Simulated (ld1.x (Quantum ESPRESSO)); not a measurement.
# strontium (Sr): variants of one RRKJ potential

Base potential:

* Element: strontium (Sr)
* Generator: ld1.x (Quantum ESPRESSO) 7.5
* Type: norm-conserving RRKJ (Kleinman–Bylander form)
* Functional: LDA (PZ)
* Relativity: scalar-relativistic
* Frozen core: [Ar] 3d10
* Valence charge: 10
* Reference configuration: 4s2 4p6 4d1 5s1 5p0
* Partial waves: 4s (bound): rc 2.20 bohr; 4p (bound): rc 1.40 bohr; 4d (bound): rc 3.15 bohr
* Local potential: the d channel
* Core correction: none

Occupied shells without a wave of their own: 5s. They enter only through the test configuration that unscreens the potential.

All-electron outer shells of the reference configuration (LDA (PZ), scalar-relativistic, ld1.x):

```tsv
shell	level (eV)	outermost node (bohr)	outermost maximum (bohr)
3p	-254.72	0.19	0.43
3d	-127.19	–	0.38
4s	-39.90	0.59	1.19
4p	-21.92	0.61	1.33
5s	-3.42	1.66	3.67
5p	-1.26	1.98	5.08
4d	-1.01	0.65	2.28
```

Cutoffs, loose and tight: the cutoffs (Ry, on a coarse ladder) from which the occupation-weighted sum of valence levels, in a spherical-Bessel basis at the reference potential, stays within 10 and 1 mRy of its value at 400 Ry. They do not see the model core or the augmentation charge, which bear on the density cutoff. Test errors are all-electron minus pseudo excitation energies from the reference, over the configurations 4s2 4p6 4d0 5s2 5p0; 4s2 4p6 4d0 5s1 5p0; 4s2 4p6 4d0 5s0 5p0; 4s2 4p6 4d0 5s1.5 5p0; 4s1 4p6 4d0 5s2 5p0; 4s2 4p6 4d0.5 5s1.5 5p0; 4s2 4p6 4d0 5s1 5p1 (two spin-polarised tests are not counted in the largest error). A dash means not determined; rows that change the core or the reference have their own tests. The largest error is taken over the tests solved by every variant that gives reliable tests at all: 4s1 4p6 4d0 5s2 5p0; 4s2 4p6 4d0 5s0 5p0; 4s2 4p6 4d0 5s1 5p0; 4s2 4p6 4d0 5s1.5 5p0; 4s2 4p6 4d0 5s2 5p0; 4s2 4p6 4d0.5 5s1.5 5p0.

A true bound ghost makes a file unfit for plane-wave use even where its test errors are small: the radial tests pick states by their node count and pass the ghost by.

On the changes marked as counting shells twice: ld1.x takes every shell without a wave as core, so the model core holds the marked electrons as well and exchange and correlation see them twice. This cancels in the reference configuration, but the file is broken for other ones, and its errors say nothing about a proper core correction.

```tsv
change	outcome	cutoff, loose	cutoff, tight	bound ghosts	largest test error (meV)
base	generated, misses its reference levels by 0.19 eV	70 Ry	80 Ry	p	+714
fully relativistic	generated, misses its reference levels by 0.19 eV	70 Ry	80 Ry	p3/2	+720
local potential the p channel	generated, misses its reference levels by 0.18 eV	45 Ry	90 Ry	none	+569
core correction a·sin(br)/r model core inside 1.16 bohr (5s counted twice)	generated, misses its reference levels by 0.19 eV	70 Ry	80 Ry	p	-876
wave 4d (bound): rc 3.15 bohr becomes 4d (bound): rc 2.80 bohr	generated	70 Ry	80 Ry	none	+518
wave 4p (bound): rc 1.40 bohr becomes 4p (bound): rc 1.36 bohr	generated, misses its reference levels by 0.19 eV	70 Ry	80 Ry	p	+715
```

Question: What comes out with this change to the base: reference 4s2 4p6 4d0.5 5s1.5 5p0?

Answer: outcome: generated, misses its reference levels by 0.20 eV; cutoff, loose: 70 Ry; cutoff, tight: 80 Ry; bound ghosts: p; largest test error (meV): -671.
